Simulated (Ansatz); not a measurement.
Ligand exchange: BH(CH3)(SH) + Ge(SH)4 → B(CH3)(SH)2 + GeH(SH)3

Species: BH(CH3)(SH), singlet; Ge(SH)4, singlet; B(CH3)(SH)2, singlet; GeH(SH)3, singlet. The partners trade H for SH: B–H and Ge–SH bonds give way to B–SH and Ge–H.

Shapes, held fixed at every level: PBE0-D4/def2-TZVP. Flexible molecules stand in one conformer, not always the lowest. Programs: Ansatz 0.2.0. Electronic energies: no zero-point or thermal term.

```
              level                    kind  ΔE (kJ/mol)  less CCSD(T)/def2-TZVPP
  PBE-D4/def2-TZVPP                     GGA        -17.4                     -1.6
B3LYP-D4/def2-TZVPP           global hybrid        -12.2                     +3.6
 PBE0-D4/def2-TZVPP           global hybrid        -17.2                     -1.4
 wB97M-V/def2-TZVPP  range-separated hybrid        -15.9                     -0.1
     MP2/def2-TZVPP     perturbation theory        -14.1                     +1.7
    CCSD/def2-TZVPP   coupled cluster or CI        -15.9                     -0.1
 CCSD(T)/def2-TZVPP   coupled cluster or CI        -15.8                      0.0
```

The highest level, CCSD(T)/def2-TZVPP, gives ΔE = -15.8 kJ/mol; the levels span -17.4 to -12.2. The column of differences is taken from that level and isn't an error. No measured value is set beside it here. Relativity is left out for Ge unless named. Correlated rows may include outer-core shells of Ge, which these sets cover unevenly.
